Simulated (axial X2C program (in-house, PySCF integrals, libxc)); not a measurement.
BaCu⁺ along the bond: B3LYP, 2c

Computed with an in-house all-electron X2C program for linear molecules (integrals from PySCF). Two-component (2c) means X2C with spin–orbit coupling and atomic mean-field two-electron Coulomb and Gaunt terms. Basis: Ba dyall-v3z [14s14p9d3f], Cu dyall-v3z [9s9p6d3f2g] (cores contracted in-house); Gaussian nuclei, density fitting, unrestricted open shells. Masses: Ba 137.905 u, Cu 62.930 u.

State: Ω = 0 (closed shell). Dipoles are positive if Cu is the positive end and refer to the centre of mass.

Results along the bond:

| R (Å) | μ (D) | HOMO (eV) | LUMO (eV) |
| --- | --- | --- | --- |
| 2.445 | -5.889 | -9.46 | -6.18 |
| 2.557 | -6.149 | -9.37 | -6.21 |
| 2.641 | -6.350 | -9.29 | -6.24 |
| 2.726 | -6.547 | -9.21 | -6.27 |
| 2.810 | -6.737 | -9.13 | -6.30 |
| 2.908 | -6.942 | -9.03 | -6.35 |
| 3.007 | -7.123 | -8.94 | -6.39 |
| 3.133 | -7.316 | -8.83 | -6.44 |
| 3.288 | -7.485 | -8.71 | -6.49 |
| 3.513 | -7.604 | -8.55 | -6.57 |

Occupations by symmetry block were frozen at the best pattern of an incomplete PBE0 search. The closed shell is kept restricted, so the energy runs too high when the bond is stretched far.
